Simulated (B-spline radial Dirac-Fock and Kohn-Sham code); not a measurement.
ΔSCF core binding energies without Breit or QED terms, calculated with a radial finite-basis atomic code.

A sound run for the Cr²⁺ ion, [Ar] 3d4: The ground state converged in 10 iterations, with total energy -1048.89423 Ha, virial ratio 1.98766 and highest orbital energy -30.75 eV. ΔSCF binding energies: K (1s) 6029.6 eV, L3 (2p3/2) 607.9 eV. Holes are computed only in closed shells, and unreliable hole states are left out.

A second run, with one unsound setting: The ground state had not converged after 84 iterations, with total energy -1048.89237 Ha, virial ratio 1.98706 and highest orbital energy -30.21 eV. ΔSCF binding energies: K (1s) 6029.6 eV, L3 (2p3/2) 607.9 eV (not all states converged, so these are not final). Holes are computed only in closed shells, and unreliable hole states are left out.

```
iter   energy (Ha)        error
   1    -1039.44448784  8.80e-01
   2    -1045.82310682  4.84e-01
   3    -1046.04868464  4.62e-01
   4    -1046.25893392  4.41e-01
   5    -1046.45480709  4.21e-01
   6    -1046.63720224  4.02e-01
   7    -1046.80696610  3.84e-01
   8    -1046.96489684  3.67e-01
   9    -1047.11174675  3.50e-01
  17    -1047.96461430  2.38e-01
  25    -1048.42411979  1.60e-01
  33    -1048.66311037  1.06e-01
  41    -1048.78326760  6.90e-02
  49    -1048.84190296  4.58e-02
  57    -1048.86983732  3.04e-02
  65    -1048.88291539  2.01e-02
  73    -1048.88897233  1.32e-02
  81    -1048.89176521  8.52e-03
  84    -1048.89236769  7.22e-03
```

Q: Which fault fits the second run best?
A. too few quadrature points
B. box too small
C. damping too heavy
D. nuclear radius in wrong units

A: C. The input had damp = 0.97; ndamp = 100: damp is so close to 1 that the orbitals hardly move in each step.
